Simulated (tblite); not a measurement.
FMg (SMILES [F][Mg+]), charge +1, singlet, geometry from GFN2-xTB (such geometries of metal compounds can be far from the true shape); GFN1-xTB with ALPB(water) run with tblite.

The tblite input:
```
$ tblite run mol.xyz --method gfn1 --charge 1 --spin 0 --alpb water --json tblite.json --no-restart

# file mol.xyz
2

Mg    -0.00000000    -0.00000000    -0.74597931
F      0.00000000     0.00000000     0.99463908
```

The log (banner, timings and long lists left out):

```
xTB calculator
 | screened Coulomb repulsion
 | Coulomb electrostatics
 |  * isotropic Klopman-Ohno-Mataga-Nishimoto electrostatics
 |  * onsite third-order electrostatics
 | DFT-D3(BJ) dispersion correction
 | Interactions (3)
 | [1] alpb/gbsa reaction field model
 | [2] cds contribution to solvation
 | [3] empirical free energy shift and standard state/solvent correction

halogen bonding energy    0.0000000000000E+00 Eh
repulsion energy          4.9727027740752E-03 Eh
dispersion energy        -1.6160419139563E-04 Eh
interaction energy       -6.0099420465437E-03 Eh
number of electrons       8.0000000000000E+00 e
integral cutoff           4.0000000000000E+01 bohr

------------------------------------------------------------
  cycle        total energy    energy error   density error
------------------------------------------------------------
      1     -4.971507342421  -4.9703085E+00   1.0131382E+00
      2     -5.307241194539  -3.3573385E-01   2.0809107E-01
      3     -5.232893149900   7.4348045E-02   4.6296559E-01
      4    -0.4984120739382   4.7344811E+00   2.0943564E+00
      5     -5.207760617453  -4.7093485E+00   7.8731107E-01
      6     -4.904978115934   3.0278250E-01   7.9519779E-01
      7     -5.265474364940  -3.6049625E-01   3.5760452E-01
      8     -5.327869129896  -6.2394765E-02   1.2165350E-01
      9     -5.334119410198  -6.2502803E-03   8.6926136E-02
     10     -5.337557651389  -3.4382412E-03   6.3774661E-02
     11     -5.339178783519  -1.6211321E-03   4.5182087E-02
     12     -5.341030149474  -1.8513660E-03   7.4690193E-03
     13     -5.341060799848  -3.0650374E-05   1.0134916E-03
     14     -5.341061575588  -7.7573961E-07   7.9904601E-05
     15     -5.341061581049  -5.4612412E-09   3.1136191E-05
     16     -5.341061581657  -6.0778227E-10   6.4559632E-06
------------------------------------------------------------

electronic energy        -5.3398627381930E+00 Eh
total energy             -5.3410615816568E+00 Eh

Post processing:
 | Mayer-Wiberg bond orders

[Info] JSON dump of results written to 'tblite.json'
```
